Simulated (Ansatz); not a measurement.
Start from `NBCl` and change one atom or group to get `NB(Cl)CO`.

Ansatz, PBE0-D4/def2-TZVP geometries, multiplicity 1. Each molecule was computed in one conformer, which needn't be the lowest.

```
                                      property  `NBCl`
            HOMO energy (PBE0/def2-TZVPP) / eV   -8.42
             LUMO energy (PBE/def2-TZVPP) / eV   -0.78
             HOMO energy (PBE/def2-TZVPP) / eV   -7.05
size of the dipole moment (PBE/def2-TZVPP) / D    2.67
       HOMO–LUMO gap (ωB97M-V/def2-TZVPP) / eV   12.88
           HOMO energy (B3LYP/def2-TZVPP) / eV   -8.15
```

Task: What does the change do to each property? (An estimate is asked.)

Result: The calculation gave: 
| property | `NB(Cl)CO` | shift |
| --- | --- | --- |
| HOMO energy (PBE0/def2-TZVPP) / eV | -7.65 | 0.77 |
| LUMO energy (PBE/def2-TZVPP) / eV | -0.52 | 0.26 |
| HOMO energy (PBE/def2-TZVPP) / eV | -6.05 | 1.00 |
| size of the dipole moment (PBE/def2-TZVPP) / D | 2.08 | -0.59 |
| HOMO–LUMO gap (ωB97M-V/def2-TZVPP) / eV | 11.86 | -1.02 |
| HOMO energy (B3LYP/def2-TZVPP) / eV | -7.42 | 0.73 |

With PBE0 the HOMO rises by 0.77 eV and the LUMO rises by 0.20 eV, so the gap narrows by about 0.57 eV. PBE moves the HOMO by 1.00 eV and ωB97M-V by 0.67 eV. Dipoles are sizes alone; their direction can turn.

B3LYP here is the variant with VWN-RPA as its local correlation; programs differ in this.
